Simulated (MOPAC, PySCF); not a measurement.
Energy landscape of O₂Se, singlet: symmetric bend, bond length relaxed. Scanned: O-Se-O angle. Other coordinates (Se-O bond length) were minimised at B3LYP/def2-TZVP.

Cartesian coordinates as functions of the variables (Å; names that start with a are angles):
```
Se  0  0  0
O  r*sin(a/2)  0  r*cos(a/2)
O  -r*sin(a/2)  0  r*cos(a/2)
```

PM7, restricted, heats of formation (MOPAC); PM3, restricted, heats of formation (MOPAC); RHF/cc-pVTZ (PySCF); M06-2X/cc-pVTZ (PySCF); CCSD on RHF/cc-pVTZ, 11 core orbitals frozen (PySCF); CCSD(T) on RHF/cc-pVTZ, 11 core orbitals frozen (PySCF).

Energies in eV, each method relative to its own lowest point.

```csv
a / °,PM7,PM3,RHF,M06-2X,CCSD,CCSD(T)
180,2.205,2.950,—,—,—,2.519
170,2.021,2.243,—,2.875,2.746,2.325
160,1.606,1.727,—,2.187,2.090,1.829
150,1.144,1.188,1.811,1.442,1.379,1.227
140,0.722,0.732,0.984,0.792,0.753,0.675
130,0.374,0.374,0.374,0.304,0.283,0.253
120,0.126,0.124,0.030,0.026,0.017,0.013
110,0.000,0.000,0.000,0.000,0.000,0.000
100,0.030,0.023,0.342,0.279,0.286,0.266
90,0.277,0.208,1.153,0.945,0.953,0.884
80,0.853,0.578,2.592,2.137,2.129,1.964
```

A dash means that the run gave no value there, or that the column was ended at a point which the program doubted or which failed a test of continuity chosen for this set; such a test can also cut sound points.
